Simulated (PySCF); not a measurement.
# Electronic structure of Se(2+) (selenium, charge +2) at the UHF level

Configuration: [Ar] 3d10 4s2 4p2, high-spin 3P determinant. Computed with PySCF 2.14 in def2-SVP (5s4p3d, 32 functions), with no relativity, point nucleus.

* Total energy: -2398.447679 hartree
* One-electron energy: -3315.2109 hartree
* Hartree (Coulomb) energy: 1001.7245 hartree
* Exchange energy: -84.9613 hartree
* Kinetic energy: 2398.43942 hartree
* ⟨S²⟩: 2.0079
* ⟨L²⟩: 2.023
* Sum of ⟨r⟩: 20.01 bohr
* Sum of ⟨r²⟩: 24.78 bohr²
* Traceless quadrupole moment −½Σ⟨3z² − r²⟩ along its main axis: 1.89 e·bohr²
* Density at the nucleus (Gaussians lack the cusp): 25500 bohr⁻³
* Spin density at the nucleus: 0.249 bohr⁻³
* Langevin diamagnetic susceptibility: -19.6 ×10⁻⁶ cm³/mol
* Time after the integrals: 0.12 s of wall time on 1 thread of Intel(R) Xeon(R) Platinum 8375C CPU @ 2.90GHz (shared host)

```
shell  electrons  mean orbital energy (hartree)  spread (hartree)  rms radius, mean of both spins (bohr)
 1s α          1                     -461.67435                 0                                 0.0521
 1s β          1                     -461.66507                 0                                 0.0521
 2s α          1                      -61.49220                 0                                  0.216
 2s β          1                      -61.48796                 0                                  0.216
 2p α          3                      -55.10974           0.00297                                  0.191
 2p β          3                      -55.10033           0.00834                                  0.191
 3s α          1                       -9.77433                 0                                  0.624
 3s β          1                       -9.75713                 0                                  0.624
 3p α          3                       -7.50657           0.00242                                  0.640
 3p β          3                       -7.48324           0.02749                                  0.640
 3d α          5                       -3.48960           0.01494                                  0.692
 3d β          5                       -3.47767           0.02631                                  0.692
 4s α          1                       -1.65513                 0                                   1.87
 4s β          1                       -1.43689                 0                                   1.87
 4p α          2                       -1.15270                 0                                   2.17
```
